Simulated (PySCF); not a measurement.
Species: C4H3ClF4O.
SMILES with atom numbers: `[O:1]=[C:2]([Cl:3])[C@@H:4]([F:5])[CH2:6][C:7]([F:8])([F:9])[F:10]` (hydrogens: H11 on C4; H12, H13 on C6)

Cartesian coordinates in Å at the GFN2-xTB level; atoms count from 1:
```
atom  x, y, z in Å
O1     1.9676   -1.7190    0.0166
C2     1.9766   -0.5461    0.1996
Cl3    3.4433    0.3547    0.3903
C4     0.7192    0.3138    0.3362
F5     0.9843    1.6140    0.0167
C6    -0.4024   -0.2345   -0.5485
C7    -1.7780    0.1819   -0.0514
F8    -1.9653    1.5030   -0.0736
F9    -1.9913   -0.2166    1.2128
F10   -2.7470   -0.3630   -0.7963
H11    0.4256    0.2997    1.3984
H12   -0.3572   -1.3257   -0.5510
H13   -0.2799    0.1383   -1.5675
```

Computed at PBE0/pcSseg-1 (PySCF, non-relativistic), with Q(17O) = −0.0256 b, Q(35Cl) = −0.0817 b: O1, 17O (I = 5/2): χzz = 9.984 MHz, η = 0.483; Cl3, 35Cl (I = 3/2): χzz = -65.46 MHz, η = 0.368.

Find the zero-field quadrupole resonance frequencies of 17O at O1.

From the eigenvalues of H = χ/[4I(2I − 1)] × [3Iz² − I(I + 1) + η(Ix² − Iy²)], steps between neighbouring levels, labelled as for η = 0: ±1/2↔±3/2 1.837 MHz, ±3/2↔±5/2 2.875 MHz (carbonyl oxygen).

Find the zero-field quadrupole resonance frequencies of 35Cl at Cl3.

From ν = (|χ|/2)√(1 + η²/3): ν = 33.46 MHz (chlorine bonded to C). For 37Cl the ratio of quadrupole moments, 0.7881, gives 26.37 MHz.

In a crystal, neighbours and librations shift these lines. Isolated species at its GFN2-xTB geometry (one conformer only). GFN2-xTB bond lengths can be off by several hundredths of an ångström, more for odd bonds, and the gradients follow them. A larger basis could move these couplings by a tenth or more.
